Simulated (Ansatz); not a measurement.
Reactions of C₂H₃BClNO, SMILES `CB(Cl)N=C=O`.

Isolated molecules relaxed with PBE0-D4/def2-TZVP in Ansatz; ΔE leaves out vibrations. CCSD(T)/CBS is the MP2 limit (def2-TZVPP, def2-QZVPP) plus CCSD(T) − MP2 in def2-TZVPP, frozen cores. This one scheme is used for every species, atoms too. Functionals use def2-TZVPP. Open shells (•) are unrestricted, without spin–orbit coupling. Spin–orbit coupling would lower the free atoms: a little for B, C, Cl, O. For Se outer-core shells are correlated without core-valence functions, so the limit isn't a true one: a few kJ/mol of doubt a bond, and 10 to 20 or more in all where bonds break to atoms. Scalar relativity is left out up to krypton. One conformer a species, not always the lowest.

```csv
reaction,CCSD(T)/CBS(def2) (eV)
`CB(Cl)N=C=O` + H–F → `O=C=NB(F)Cl` + CH₄,-1.29
`CB(Cl)N=C=O` + `OC[SeH]` → `COC[SeH]` + `O=C=NBCl`,0.95
`CB(Cl)N=C=O` → B• + 2 C• + Cl• + 3 H• + N• + O•,?
`CB(Cl)N=C=O` → `O=C=NBCl` + `[CH2]` (triplet),5.07
```

Question: Fill in the missing values. (Estimate.)

Answer: Ansatz gave: `CB(Cl)N=C=O` → B• + 2 C• + Cl• + 3 H• + N• + O•: +41.14 eV.

Largest T1 diagnostic: 0.016, for `O=C=NBCl`.
